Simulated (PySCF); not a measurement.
# Frontier orbitals and the lowest excitations

C5H6OSe.
Cartesian coordinates in Å at the PBE0-D3(BJ)/def2-SVP level; atoms count from 1:
```xyz
13
C5H6OSe angstrom
O     -2.005    0.867    0.855
C     -1.559    0.175   -0.281
C     -0.097   -0.167   -0.216
C      0.891    0.795    0.183
C      2.174    0.332    0.195
Se     2.265   -1.447   -0.321
C      0.422   -1.399   -0.510
H     -1.756    0.346    1.627
H     -1.743    0.849   -1.134
H     -2.144   -0.745   -0.475
H      0.622    1.816    0.462
H      3.074    0.886    0.460
H     -0.134   -2.283   -0.825
```

Theory: PySCF 2.14.0, density-fitted response routines, TDDFT PBE0/def2-SVPD, vertical, gas phase, core orbitals frozen in the response. The PBE0/def2-SVPD calculation is non-relativistic and has no spin–orbit coupling, an omission that weighs most on selenium.

Frontier orbitals with the atoms that hold most of them (Löwdin shares over 4%, at most four atoms; ? is withheld):

| orbital | ε (eV) | atoms |
| --- | --- | --- |
| HOMO-3 | -9.33 | Se6 29%, O1 22%, C2 14%, C7 9% |
| HOMO-2 | -8.26 | O1 57%, C2 13%, C3 7%, H10 7% |
| HOMO-1 | -7.04 | ? |
| HOMO | -6.90 | Se6 35%, C3 21%, C7 14%, C5 12% |
| LUMO | ? | ? |
| LUMO+1 | -0.09 | Se6 71%, C7 9%, C5 9% |
| LUMO+2 | 0.52 | O1 18%, Se6 16%, C2 14%, H8 12% |

Problem. Give the leading atoms of the HOMO-1.

Solution. C5 (bonded to C, Se and H) 24%; C4 (bonded to 2 C and H) 23%; C7 (bonded to C, Se and H) 22%; Se6 (bonded to 2 C) 16%. By element: carbon 70% or more, selenium 16%.

Problem. Give the leading atoms of the LUMO.

Solution. Se6 (bonded to 2 C) 22%; C7 (bonded to C, Se and H) 22%; C5 (bonded to C, Se and H) 21%; C3 (bonded to 3 C) 13%. By element: carbon 55% or more, selenium 22%.

Problem. What is the LUMO energy, and the HOMO–LUMO gap?

Solution. ε(LUMO) = -0.75 eV; the gap is 6.15 eV (0.2258 hartree).

Problem. The HOMO–LUMO gap is 6.15 eV. Where does the response calculation put the lowest singlet, and from which orbitals?

Solution. S1 is at 5.34 eV (f = 0.130), 0.81 eV below the gap, made of HOMO→LUMO (80%), HOMO-1→LUMO (10%). 

Problem. Give energy, strength and leading configuration of S1, S2, S3 and S4, and follow the Löwdin shares of the leading atoms from the occupied to the empty orbital.

Solution. 
- S1 (5.34 eV, f 0.130), HOMO→LUMO (80%): Se6 35% → 22%, C3 21% → 13%, C7 14% → 22%
- S2 (5.38 eV, f 0.0013), HOMO→LUMO+1 (86%): Se6 35% → 71%, C3 21% → at most 4%, C7 14% → 9%
- S3 (5.58 eV, f 0.0048), HOMO-1→LUMO+1 (84%): C5 24% → 9%, C4 23% → at most 4%, Se6 16% → 71%, C7 22% → 9%
- S4 (5.60 eV, f 0.048), HOMO-1→LUMO (79%): C5 24% → 21%, C4 23% → at most 13%, Se6 16% → 22%, C7 22% → 22%

One conformer stands for the species.
